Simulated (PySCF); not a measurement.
# From computed data to an observable: refractive index and permittivity of the vapour

HLiO, SMILES [OH][Li].

Geometry optimised at B3LYP-D3(BJ)/def2-TZVPD. The isomer is the one that the SMILES or the coordinates give; other isomers of the formula were not compared.

PBE/def2-TZVPD (PySCF) gives a mean static polarisability of 20.5 bohr³ and a dipole moment of 4.39 D. Take an ideal gas at 298.15 K and 1 bar, whether or not the substance is that volatile.

Problem. Work out n − 1 in the optical limit and the static ε − 1.

Solution. 
Polarisability volume α' = 20.5 × 0.148185 = 3.04 Å³. Number density N = p/kT = 2.43e-5 Å⁻³.
Dilute limit of Lorentz–Lorenz: n − 1 = 2π N α' = 0.00046.
Orientation term of Debye: μ²/(3kT) = 8.098 Å³ × μ²(D²) = 156.06 Å³.
ε − 1 = 4π N (α' + μ²/3kT) = 0.049. Orientation of the dipole supplies 98 % of the static response; it can't follow optical fields. Vibrational polarisation and dispersion are left out.
